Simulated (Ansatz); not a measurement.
Isomers of C2H6FIn, B3LYP-D3(BJ)/def2-TZVP minima from an xTB search, which can miss the lowest.
Isomer 1, SMILES [CH3][In]([CH3])[F] (charge 0, multiplicity 1):
```xyz
10

C      2.053    -0.267    -0.105
In     0.001     0.362     0.048
C     -2.054    -0.279     0.033
F      0.004     2.341     0.312
H      2.575     0.053     0.795
H      2.499     0.234    -0.963
H      2.141    -1.345    -0.221
H     -2.571     0.257    -0.762
H     -2.145    -1.352    -0.123
H     -2.503    -0.005     0.987
```
Isomer 2, SMILES C[CH2][InH][F] (charge 0, multiplicity 1):
```xyz
10

C     -1.169     0.276    -0.577
C     -0.427    -0.330     0.614
In     1.724    -0.143     0.450
F      2.120     0.506    -1.390
H     -0.994     1.349    -0.659
H     -2.247     0.123    -0.478
H     -0.852    -0.169    -1.520
H     -0.725     0.133     1.556
H     -0.635    -1.398     0.714
H      3.204    -0.346     1.290
```

Correlated levels freeze the cores. Filled d and f shells under p-block atoms count as core. MP2 and its Hartree–Fock in def2-QZVPP are density fitted.

Codes used: Ansatz (Gaussian basis) for Hartree–Fock, density functionals and correlated methods. Each number belongs to the level named beside it. In def2 rows elements past Kr take small-core potentials, without spin–orbit coupling.

The energy of isomer 2 above isomer 1 is E(isomer 2) − E(isomer 1). Total energies (hartree):

```csv
level,isomer 2,isomer 1
HF/def2-TZVPP,-367.9640660,-367.9787153
MP2/def2-TZVPP,-368.6506441,-368.6685170
HF/def2-QZVPP,-367.9744498,-367.9890769
MP2/def2-QZVPP,-368.7133748,-368.7312394
CCSD(T)/def2-TZVPP,-368.7066624,-368.7236249
```

### Question
Work out the energy of isomer 2 above isomer 1 at the basis-set limit: extrapolate the MP2 correlation part as X⁻³, take Hartree–Fock from the larger set, and add the CCSD(T) − MP2 difference of def2-TZVPP.

### Answer

1. Differences (1 hartree = 627.509 kcal/mol): HF/def2-TZVPP 9.193; MP2/def2-TZVPP 11.215; HF/def2-QZVPP 9.179; MP2/def2-QZVPP 11.210; CCSD(T)/def2-TZVPP 10.644.
2. Correlation parts, MP2 less HF: 2.023 in def2-TZVPP (X = 3), 2.032 in def2-QZVPP (X = 4).
3. Limit (4³·(2.032) − 3³·(2.023))/(4³ − 3³) = 2.038; with HF/def2-QZVPP it gives 11.217.
4. CCSD(T) less MP2 in def2-TZVPP: -0.571.
Result: 10.65 kcal/mol, against 11.22 at MP2/def2-TZVPP. It is an estimate of this method's limit, not of the exact value.

Ansatz is an electronic-structure program.
